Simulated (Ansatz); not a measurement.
`C[SiH](O)Br` + `[NH2][InH][Br]` → `C[SiH2]Br` + `[NH2][In]([OH])[Br]`  (redistribution)

Calculated with Ansatz (gas phase, PBE0-D4/def2-TZVP geometries, no zero-point term in ΔE). CCSD(T)/CBS is the MP2 limit (def2-TZVPP, def2-QZVPP) plus CCSD(T) − MP2 in def2-TZVPP, frozen cores. DFT in def2-TZVPP. B3LYP here is the variant with VWN-RPA as its local correlation; programs differ in this. def2 core potentials past Kr. For Br, In outer-core shells are correlated without core-valence functions, which leaves a few kJ/mol of doubt a bond. Scalar relativity is left out up to krypton. One conformer a species, not always the lowest.

**Question.** Is it downhill or uphill in electronic energy at CCSD(T)/CBS, and by how much? (Best estimate.)

**Answer.** Computed: Uphill: ΔE = +78.8 kJ/mol.

**Question.** What do these levels give: B97M-V, B3LYP-D4, CAM-B3LYP-D4, ωB97M-V, r2SCAN, HF/def2-TZVPP? (An estimate is asked.)

**Answer.** The calculation gave: B97M-V 91.2, B3LYP-D4 84.9, CAM-B3LYP-D4 89.9, ωB97M-V 89.9, r2SCAN 85.5, HF/def2-TZVPP 93.4 kJ/mol.

Largest T1 diagnostic among the species: 0.013.

At CCSD(T), def2-SVP lies −9.1 kJ/mol from the extrapolated value and def2-TZVPP +3.1 kJ/mol. From r2SCAN to r2SCAN0 (25 % exact exchange), in def2-TZVPP and without D4, ΔE moves by +6.3 kJ/mol. In def2-TZVPP, CCSD(T) changes the Hartree–Fock value by −11.4 kJ/mol (the triples alone add −3.0 kJ/mol) and MP2 by −11.7 kJ/mol.
